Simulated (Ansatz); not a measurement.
Species: sum formula H₄BSiO₂, charge 0, multiplicity 2. It need not be the lowest isomer of its formula. SMILES: O[B]O[SiH3]
Coordinates optimised at B3LYP-D3(BJ)/def2-TZVP (Ansatz, a quantum-chemistry and plane-wave program):
```xyz
8

O      2.3553    -0.2182    -0.3687
B      1.1995     0.3457     0.0498
O      0.0135    -0.2523    -0.1327
Si    -1.5710     0.0863     0.2151
H      3.1323     0.3141    -0.1761
H     -1.6796     1.3899     0.9048
H     -2.3192     0.1176    -1.0577
H     -2.0876    -0.9939     1.0796
```
Charge 0, spin multiplicity 2.

Atomisation energy built up term by term with Ansatz (kcal/mol; UHF references for open shells; valence terms freeze the core; atomic spin-orbit terms are left out). CBS marks a two-point X^-3 extrapolation of the correlation energy; Hartree-Fock from the larger set.

```json
[
 {"term": "Hartree-Fock", "basis": "cc-pV(Q+d)Z", "kcal/mol": "528.33"},
 {"term": "CCSD correlation", "basis": "CBS(cc-pV(T+d)Z,cc-pV(Q+d)Z)", "kcal/mol": "167.97"},
 {"term": "(T)", "basis": "CBS(cc-pV(T+d)Z,cc-pV(Q+d)Z)", "kcal/mol": "10.86"},
 {"term": "core correlation", "basis": "cc-pwCVTZ", "kcal/mol": "1.65"},
 {"term": "scalar relativity (X2C)", "basis": "cc-pVTZ-DK against cc-pVTZ", "kcal/mol": "-1.37"},
 {"term": "sum: De", "basis": "", "kcal/mol": "707.4"}
]
```

(T) makes 1.5 % of the CCSD(T) atomisation energy; under 5 % is typical of single-reference molecules.
